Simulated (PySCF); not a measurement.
Ligand exchange on a metal centre used in film growth or etching (Ti F-OH). All species are isolated molecules in the gas phase. One relaxed conformer stands for each flexible species; it need not be the lowest. All members: neutral, multiplicity 1. Level: B3LYP-D3(BJ)/def2-TZVP // BP86-D3(BJ)/def2-SVP (PySCF), beside PBE-D3(BJ)/def2-TZVP // BP86-D3(BJ)/def2-SVP (PySCF) at the same geometries. B3LYP has the VWN-RPA correlation part, as in Gaussian.  Orbital energies are measured against the vacuum level.

```json
[
 {"species": "[Ti(F)4]", "HOMO, PBE (eV)": "-10.43", "HOMO, B3LYP-D3(BJ) (eV)": "withheld"},
 {"species": "[Ti(F)3(OH)]", "HOMO, PBE (eV)": "-8.81", "HOMO, B3LYP-D3(BJ) (eV)": "-10.35"},
 {"species": "[Ti(F)2(OH)2]", "HOMO, PBE (eV)": "-8.26", "HOMO, B3LYP-D3(BJ) (eV)": "-9.76"},
 {"species": "[Ti(F)(OH)3]", "HOMO, PBE (eV)": "-7.86", "HOMO, B3LYP-D3(BJ) (eV)": "-9.34"},
 {"species": "[Ti(OH)4]", "HOMO, PBE (eV)": "-7.31", "HOMO, B3LYP-D3(BJ) (eV)": "-8.74"}
]
```

Problem. Fit y = a + b·x, y being the HOMO at the first level, to the 4 complete rows by least squares, with x = the PBE value in eV. Give a, b and the rms residual, and predict the withheld value.

Solution. Means of the 4 rows: x̄ = -8.06, ȳ = -9.5475 eV. Σ(x − x̄)² = 1.205 and Σ(x − x̄)(y − ȳ) = 1.2915, so b = 1.072 and a = ȳ − b·x̄ = -0.907 eV. The rms residual is 0.004 eV. At x = -10.43 the line gives -12.09 eV, outside the range of the fitted rows. The run for [Ti(F)4] gave -12.23 eV, so the line is off by 0.14 eV, more than twice the rms residual.

Codes: PySCF.
